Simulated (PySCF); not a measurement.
WN(NH2)3 (singlet state).
SMILES: `[N]#[W]([NH2])([NH2])[NH2]`

A linear-response calculation (PySCF, def2-SVPD basis, gas phase, vertical, core orbitals frozen in the response) gave these numbers; the functional is withheld.

Orbital energies (eV): HOMO-3 -9.42, HOMO-2 -9.29, HOMO-1 -9.29, HOMO -8.49, LUMO 0.38, LUMO+1 0.80, LUMO+2 0.80.

| state | E (eV) | f | main configurations (H = HOMO, L = LUMO) |
| --- | --- | --- | --- |
| S1 | 5.55 | 0.0000 | H-2/H-1→L+1/L+2 (≥80%) |
| S2 | 5.68 | 0.0000 | H→L (89%) |
| S3 | 5.79 | 0.035 | H-2/H-1→L+1/L+2 (≥48%), H→L+1/L+2 (≥46%) |
| S4 | 5.79 | 0.035 | H-2/H-1→L+1/L+2 (≥48%), H→L+1/L+2 (≥46%) |
| S5 | 5.85 | 0.0045 | H-3→L+1/L+2 (≥79%) |
| S6 | 5.86 | 0.0045 | H-3→L+1/L+2 (≥79%) |

Triplets, Tamm–Dancoff:

```csv
state,E (eV),λ (nm),"main configurations (H = HOMO, L = LUMO)"
T1,4.78,259.2,H-2/H-1→L+1/L+2 (≥62%)
T2,5.02,247.2,"H→L+1/L+2 (≥71%), H-2/H-1→L+1/L+2 (≥17%)"
T3,5.02,247.1,"H→L+1/L+2 (≥71%), H-2/H-1→L+1/L+2 (≥17%)"
```

Vertical ionisation energy by ΔSCF with the same functional: 9.20 eV. Mean static polarisability: 73.3 au.

Orbitals of the list HOMO-3 to LUMO+2 that lie within 0.01 eV of each other are written together with a slash and their weights summed (≥ marks a lower bound); for degenerate orbitals outside that list single weights are arbitrary.

Question: Name the functional.
A. HF
B. CAM-B3LYP
C. B3LYP
D. PBE

Answer: B. CAM-B3LYP is range-separated, 19% exact exchange at short range and 65% at long range (ω = 0.33 bohr⁻¹). In this run −ε(HOMO) = 8.49 eV differs from the ΔSCF value by -0.71 eV, and S1 differs from the orbital gap of 8.87 eV by -3.32 eV. The ratio −ε(HOMO)/IP is 0.92. Small neutral molecules mostly give 0.85 to 0.93 with CAM-B3LYP, 0.5 to 0.7 with PBE, 0.67 to 0.83 with B3LYP; Hartree–Fock can't fall below 1, since the ion's relaxation only lowers the ΔSCF value. The other options: PBE, a GGA without exact exchange; HF, time-dependent Hartree–Fock, 100% exact exchange; B3LYP, a global hybrid with 20% exact exchange.

Computed, not measured: TDDFT CAM-B3LYP/def2-SVPD, vertical, gas phase, core orbitals frozen in the response, def2 core potentials past Kr (PySCF 2.14.0, density-fitted response routines). Isolated species at its PBE0-D3(BJ)/def2-SVP geometry, gas phase. Spin–orbit coupling is left out.
